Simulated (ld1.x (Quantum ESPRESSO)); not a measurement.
## Plane-wave convergence, RRKJ potential for C

```
Element                 : carbon
Generator               : ld1.x (Quantum ESPRESSO) 7.5
Type                    : norm-conserving RRKJ (Kleinman–Bylander form)
Functional              : LDA (PZ)
Relativity              : non-relativistic
Frozen core             : [He]
Valence charge          : 4
Reference configuration : 2s2 2p1 (charge +1)
Partial waves           : 2s (bound): rc 1.20 bohr; 2p (bound): rc 1.55 bohr; 3d channel at 0.05 Ry: rc 1.40 bohr
Local potential         : all-electron potential smoothed inside 0.95 bohr (lloc = -1)
Core correction         : a·sin(br)/r model core inside 0.60 bohr
rho0                    : 0.02
```

The pseudo-atom Hamiltonian at the reference potential is diagonalised in spherical Bessel functions j_l(qr) that vanish at 20 bohr, with q² up to the cutoff. All-electron valence levels (Ry): 2s -1.8811, 2p -1.2587.

Task: How do the lowest levels (Ry) of each channel move with the cutoff, and are there ghosts?

Result:

| cutoff (Ry) | s #1 | p #1 | p #2 | d #1 | f #1 | Σ f·Δε (mRy) |
| --- | --- | --- | --- | --- | --- | --- |
| 8 | -1.7291 | -0.9098 | -0.2020 | -0.1457 | -0.0430 | 652.8 |
| 15 | -1.7746 | -1.1030 | -0.2281 | -0.1463 | -0.0430 | 368.8 |
| 25 | -1.8377 | -1.2175 | -0.2430 | -0.1465 | -0.0430 | 128.0 |
| 40 | -1.8745 | -1.2558 | -0.2480 | -0.1465 | -0.0430 | 16.1 |
| 55 | -1.8804 | -1.2587 | -0.2484 | -0.1465 | -0.0430 | 1.5 |
| 80 | -1.8809 | -1.2587 | -0.2484 | -0.1465 | -0.0430 | 0.3 |
| 400 | -1.8811 | -1.2587 | -0.2484 | -0.1465 | -0.0430 | 0.0 |

Result: no extra level below or beside the all-electron valence levels (s, p, d, f tested); 10 mRy is reached at 45 Ry and 1 mRy at 60 Ry.
